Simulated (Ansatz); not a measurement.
ClGeH7Si2 can be A, `Cl[SiH2][SiH2][GeH3]`, or B, `[SiH3][GeH]([SiH3])[Cl]`.

Computed with Ansatz on PBE0-D4/def2-TZVP structures; ΔE is electronic, products minus reactants. CBS: MP2 limit from def2 TZ/QZ plus the TZ coupled-cluster correction, frozen cores. DFT in def2-TZVPP. B3LYP here is the variant with VWN-RPA as its local correlation; programs differ in this. For Ge outer-core shells are correlated without core-valence functions, which leaves a few kJ/mol of doubt a bond. Scalar relativity is left out up to krypton. One conformer a species, not always the lowest.

A:

```xyz
11

Cl   -1.016   -2.664   -0.001
Si   -0.665   -1.183   -1.399
Si   -0.529    0.857   -0.270
Ge    1.071    0.682    1.484
H     0.613   -1.505   -2.083
H    -1.768   -1.231   -2.392
H    -0.127    1.920   -1.233
H    -1.867    1.199    0.285
H     0.607   -0.349    2.522
H     2.425    0.234    0.910
H     1.258    2.041    2.179
```

B:

```xyz
11

Si    1.3999    1.4476   -0.4180
Ge   -0.5496    0.4438    0.5152
Si   -0.7931   -1.8937    0.1210
Cl   -2.2355    1.3872   -0.4968
H     1.3620    2.9159   -0.2017
H     2.6073    0.8765    0.2367
H     1.4396    1.1494   -1.8720
H    -0.7212    0.7968    2.0059
H    -0.7179   -2.1408   -1.3411
H    -2.1008   -2.3588    0.6480
H     0.3093   -2.6238    0.8027
```

**Question.** Which isomer does CCSD(T)/CBS put lower? Give the gap. (Estimate.)

**Answer.** Ansatz gave: A, by 7.0 kJ/mol.

**Question.** Give E(B) − E(A) in kJ/mol with HF/def2-TZVPP, CCSD(T)/def2-TZVPP, PBE0-D4, B2PLYP, B3LYP, ωB97M-V, CCSD/def2-TZVPP. (Best estimate.)

**Answer.** The calculation gave: HF/def2-TZVPP -2.5, CCSD(T)/def2-TZVPP 4.6, PBE0-D4 8.5, B2PLYP 2.2, B3LYP 1.0, ωB97M-V 4.7, CCSD/def2-TZVPP 4.0. The order is the other way round with HF/def2-TZVPP.

Largest T1 diagnostic: 0.012.

In def2-TZVPP, CCSD(T) changes the Hartree–Fock value by +7.1 kJ/mol (the triples alone add +0.6 kJ/mol) and MP2 by +6.3 kJ/mol.
